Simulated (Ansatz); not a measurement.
Geometry optimisation, RKS B3LYP-D4/cc-pVDZ (Ansatz 0.2.0).

The input (input.yaml):

```yaml
crystal:
  periodic: [false, false, false]
  atoms:
    - { symbol: Si, position_ang: [-0.698, -0.5068, -0.6106] }
    - { symbol: C, position_ang: [0.6555, 0.2662, 0.8952] }
    - { symbol: F, position_ang: [0.2103, -0.9379, -1.8438] }
    - { symbol: F, position_ang: [-0.9923, -2.0028, -0.065] }
    - { symbol: H, position_ang: [-2.0262, 0.0153, -0.6428] }
    - { symbol: H, position_ang: [0.3092, 0.9574, -0.2818] }
    - { symbol: H, position_ang: [-0.1409, 1.2165, -1.1138] }
    - { symbol: H, position_ang: [0.2575, 1.0955, 1.4759] }
    - { symbol: H, position_ang: [0.7431, -0.5605, 1.607] }
    - { symbol: H, position_ang: [1.6819, 0.457, 0.5796] }
basis:
  gaussian: { orbitals: cc-pVDZ }
hamiltonian:
  xc: b3lyp
  dispersion: d4
relax:
  f_tol: 0.15
  max_steps: 25
  restrain:
    - { distance: [0, 6], at: 2.72, k: 30.0 }
    - { distance: [5, 1], at: 2.37, k: 30.0 }
    - { distance: [0, 1], at: 1.87, k: 30.0 }
    - { distance: [5, 6], at: 0.62, k: 30.0 }
```

Launched with:

```bash
$ ansatz run input.yaml --threads 2 --pin off --max-ram 3072MiB --backend cpu --events-out ev --progress --plain --runs-dir out
```

Q: Where does it end, and by what steps?

A: The forces met the threshold. The restraints hold the end off the free minimum. After 9 steps the energy has fallen by 2.709 eV (the restraints' own energy left out); H6 moved furthest, 0.90 Å. Joined: H6–H7 (0.98 → 0.70 Å).

| step | energy less start (eV) | largest force component (eV/Å) | accepted |
| --- | --- | --- | --- |
| 0 | 0.0000 | 2.838 | yes |
| 1 | -0.9706 | 2.631 | yes |
| 2 | -1.2854 | 4.193 | yes |
| 3 | -1.8770 | 3.570 | yes |
| 4 | -2.3729 | 2.925 | yes |
| 5 | -2.5607 | 2.514 | yes |
| 6 | -2.6825 | 1.946 | yes |
| 7 | -2.7018 | 2.048 | yes |
| 8 | -2.6837 | 2.797 | yes |
| 9 | -2.7090 | 2.382 | yes |

```xyz
10
Properties=species:S:1:pos:R:3
Si -0.597 -0.744 -0.322
C 0.564 0.023 0.926
F 0.158 -0.945 -1.767
F -0.985 -2.261 0.184
H -1.874 -0.033 -0.574
H 0.247 1.765 -0.667
H 0.079 1.688 -1.346
H 0.142 0.945 1.352
H 0.731 -0.690 1.750
H 1.535 0.252 0.463
```

Time of the run: 18 s on 2 threads of Arm Neoverse V2, on a shared host, peak memory 0.17 GiB.
